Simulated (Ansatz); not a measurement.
Computed with Ansatz on PBE0-D4/def2-TZVP structures; ΔE is electronic, products minus reactants. CCSD(T)/CBS adds triple-zeta CCSD(T) − MP2 to the extrapolated MP2 energy (def2 sets, frozen cores). This one scheme is used for every species. Functionals use def2-TZVPP. B3LYP here is the variant with VWN-RPA as its local correlation; programs differ in this. HSE06 is defined as in plane-wave codes. For Br outer-core shells are correlated without core-valence functions, which leaves a few kJ/mol of doubt a bond. Scalar relativity is left out up to krypton.

Consider the ligand exchange at the Si–C bond: `C#C[Si](F)(F)F` + HBr → `F[Si](F)(F)Br` + acetylene.

`C#C[Si](F)(F)F`:

```xyz
7

C     1.034   -1.553   -0.635
C     0.402   -0.604   -0.247
Si   -0.538    0.808    0.331
F    -1.969    0.827   -0.316
F     0.185    2.150   -0.044
F    -0.708    0.764    1.891
H     1.594   -2.393   -0.979
```

HBr:

```xyz
2

Br   -0.101   -0.187    0.678
H     0.101    0.187   -0.678
```

`F[Si](F)(F)Br`:

Cartesian coordinates in Å:
```
F 1.436 -0.381 0.611
Si 0.047 -0.077 -0.049
F -0.824 -1.379 0.012
F 0.285 0.288 -1.554
Br -0.943 1.548 0.980
```

`C#C`:

```xyz
4

C     0.490   -0.121    0.322
C    -0.490    0.121   -0.322
H     1.361   -0.335    0.895
H    -1.361    0.335   -0.895
```

```csv
level,ΔE (kJ/mol),difference from CCSD(T)/CBS
B97M-V,-40.2,4.8
ωB97X-V,-45.7,-0.7
ωB97M-V,-46.4,-1.4
r2SCAN,-44.5,0.5
PBE0,-44.7,0.3
B3LYP,-40.1,4.9
HSE06,-44.6,0.4
MP2/def2-TZVPP,-42.5,2.5
MP2/def2-QZVPP,-46.0,-1.0
MP2/CBS(def2),-48.5,-3.5
CCSD(T)/CBS,-45.0,0
```

Largest T1 diagnostic among the species: 0.013.

From BLYP to BHLYP (50 % exact exchange), in def2-TZVPP and without D4, ΔE moves by −4.5 kJ/mol. At CCSD(T), def2-SVP lies +12.4 kJ/mol from the extrapolated value and def2-TZVPP +6.0 kJ/mol. Leaving LDA and LC-ωPBE aside and taking each functional with its dispersion term where it has one, the values, not all of them listed here, spread over 7.8 kJ/mol, from ωB97M-V to BLYP-D4.
